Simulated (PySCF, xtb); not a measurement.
C2H4N, SMILES [CH2]N=C, multiplicity 2.

The structure is a stationary point at PBE0-D3(BJ)/def2-TZVP. The isomer is the one that the SMILES or the coordinates give; other isomers of the formula were not compared.

Calculation: IEF-PCM-B3LYP/def2-SVP in PySCF.

The values are the electrostatic part of the solvation free energy, E(continuum) − E(gas) at the gas-phase geometry, in a cavity of scaled van der Waals radii (PySCF's table); cavitation and dispersion terms are not included. The dipole moment in vacuum is 1.38 D.

| solvent | ε | ΔG(elec) (kcal/mol) | dipole (D) |
|---|---|---|---|
| water | 78.36 | -2.8 | 1.81 |
| chlorobenzene | 5.70 | -2.1 | 1.69 |
| 2-propanol | 19.26 | -2.6 | 1.78 |

For comparison, GFN2-xTB/ALPB(water) (xtb, at the GFN2-xTB geometry, all terms of that model) gives -1.5 kcal/mol.
